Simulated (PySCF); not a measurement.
PySCF job for FeO3, SMILES [O]=[Fe](=[O])=[O], multiplicity 1, r2SCAN-D4/def2-SVP. Coordinates come from a r2SCAN-D4/def2-SVP optimisation. The spin state was assumed, not searched.

```python
import numpy as np
from pyscf import gto, scf, dft, df
from pyscf.hessian import thermo

mol = gto.M(
    atom='''
    Fe   -0.00000000    0.00000000    0.00000000
    O     1.55445273    0.00000000    0.00000000
    O    -0.77722636    1.34619555    0.00000000
    O    -0.77722636   -1.34619555    0.00000000
    ''',
    basis='def2-SVP',
    charge=0,
    spin=0,
    max_memory=1600,
    verbose=3,
)
mf = dft.RKS(mol, xc='r2scan').density_fit(auxbasis='def2-universal-jkfit')
mf.disp = 'd4'
mf.grids.level = 4
mf.conv_tol = 1e-11
mf.max_cycle = 100
mf.kernel()

# [left out here: the lines that compute and print the analytic Hessian (its translational invariance restored by hand, since the grid's response is missing), thermochemistry and intensities]
```

Program output:

```
converged SCF energy = -1488.84214617162

WARN: MGGA Hessian is sensitive to dft grids. grids.level 4 may not be dense enough.


WARN: DFTD4 does not support analytical Hessian, using finite difference.


WARN: Mole.unit (angstrom) is changed to Bohr

Mode                                 0                   1                   2
Irrep
Freq [cm^-1]                      116.6778            350.5228            350.5434
Reduced mass [au]                  23.8717             17.8668             17.8666
Force const [Dyne/A]                0.1915              1.2934              1.2935
Char temp [K]                     167.8734            504.3243            504.3539
Normal mode                   x     y     z       x     y     z       x     y     z
       0  Fe                 0.00 -0.00  0.09    0.05 -0.00  0.00   -0.00 -0.05 -0.00
       1   O                -0.00  0.00 -0.11    0.06  0.00 -0.00   -0.00  0.18  0.00
       2   O                 0.00 -0.00 -0.11   -0.12 -0.10 -0.00    0.10  0.00  0.00
       3   O                -0.00 -0.00 -0.11   -0.12  0.10 -0.00   -0.10 -0.00  0.00
Mode                                 3                   4                   5
Irrep
Freq [cm^-1]                      965.8092           1073.6147           1073.7645
Reduced mass [au]                  15.9990             20.6505             20.6509
Force const [Dyne/A]                8.7928             14.0242             14.0284
Char temp [K]                    1389.5844           1544.6925           1544.9080
Normal mode                   x     y     z       x     y     z       x     y     z
       0  Fe                -0.00 -0.00  0.00   -0.08 -0.00  0.00    0.00 -0.08  0.00
       1   O                 0.14  0.00 -0.00    0.17  0.00 -0.00   -0.00  0.01 -0.00
       2   O                -0.07  0.12 -0.00    0.05 -0.07 -0.00   -0.07  0.13 -0.00
       3   O                -0.07 -0.12 -0.00    0.05  0.07 -0.00    0.07  0.13 -0.00
temperature 298.1500 [K]
pressure 101325.00 [Pa]
Rotational constants [GHz] 8.71521 8.71521 4.35761
Symmetry number 6
Zero-point energy (ZPE) 0.00896 [Eh]   23512.197 [J/mol]
                           tot       elec      trans        rot        vib
Entropy [J/mol/K]       277.762      0.000    166.650     87.144     23.968
Cv [J/mol/K]             50.493      0.000     12.472     12.472     25.550
Cp [J/mol/K]             58.808      0.000     20.786     12.472     25.550
Internal energy [J/mol]                      3718.434   3718.434  27507.975
Internal energy [Eh]   -1488.82884  -1488.84215
Enthalpy [J/mol]                             6197.391   3718.434  27507.975
Enthalpy [Eh]          -1488.82789
Gibbs free energy [J/mol]                  -43489.385 -22263.595  20362.027
Gibbs free energy [Eh] -1488.85943
static polarisability / bohr^3: [[36.222  0.     0.   ]
 [-0.    36.22  -0.   ]
 [ 0.    -0.    15.99 ]]
largest difference of analytic and finite-field dipole derivatives / e: 0.00035489014248346606
mode   freq/cm-1   IR/(km/mol)   Raman/(A^4/amu)   depolarisation
   1      116.68        17.966             0.000            0.746
   2      350.52         0.936             5.737            0.750
   3      350.54         0.933             5.735            0.750
   4      965.81         0.000            23.380            0.108
   5     1073.61       102.419             3.979            0.750
   6     1073.76       102.383             3.981            0.750
max |gradient| / (hartree/bohr): 0.00012583666036075294
APT charges: [ 1.1979 -0.3982 -0.3982 -0.3982]
```

Self-consistency was reached.

Cost: very roughly 2.9 core-minutes.
